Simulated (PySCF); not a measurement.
# `C(OC)(=O)[C@H](C)OC`, C5H10O3

Cartesian coordinates in Å; atom numbers follow the order of the lines, from 1:
```xyz
18

C     2.783    0.470    0.736
O     1.418    0.126    0.906
C     0.672    0.129   -0.206
O     1.096    0.413   -1.292
C    -0.766   -0.273    0.112
C    -0.824   -1.701    0.627
O    -1.585   -0.179   -1.005
C    -1.885    1.125   -1.414
H     3.241    0.412    1.730
H     3.280   -0.228    0.047
H     2.882    1.487    0.329
H    -1.109    0.415    0.916
H    -0.493   -2.392   -0.163
H    -0.181   -1.825    1.508
H    -1.860   -1.952    0.892
H    -2.380    1.699   -0.605
H    -2.581    1.049   -2.261
H    -0.988    1.674   -1.745
```

Theory: TDDFT CAM-B3LYP/aug-cc-pVDZ excited states, vertical, gas phase (PySCF 2.14.0). Geometry: PBE0-D3(BJ)/def2-SVP.

Task: How strongly do the lowest singlets absorb one photon, and two photons of half the energy?

Result: δ for parallel linear polarisation; σ at the peak of a Lorentzian of half width 0.1 eV, single beam; Ω is circular over linear.
```
state  E (eV)      f  photon λ (nm)  δ (au)  σ (GM)     Ω                                  main
   S1    5.78  0.002            429    0.76    0.01  1.39  HOMO→LUMO+7 0.33, HOMO−1→LUMO+7 0.20
   S2    6.75  0.020            367    53.3    0.89  1.07      HOMO→LUMO 0.58, HOMO→LUMO+1 0.15
   S3    7.14  0.001            347    5.37    0.10  1.50  HOMO−1→LUMO+7 0.18, HOMO→LUMO+2 0.12
   S4    7.36  0.004            337    61.2    1.22  0.63    HOMO→LUMO+1 0.30, HOMO→LUMO+2 0.28
   S5    7.50  0.013            331    1.49    0.03  0.48    HOMO→LUMO+2 0.34, HOMO→LUMO+3 0.23
   S6    7.58  0.012            327    45.7    0.96  0.66    HOMO→LUMO+3 0.59, HOMO→LUMO+7 0.15
```

Among these, the strongest one-photon state is S2, the strongest two-photon state S4, with a dipole change of 1.6 D (relaxed, norm of the difference vector).
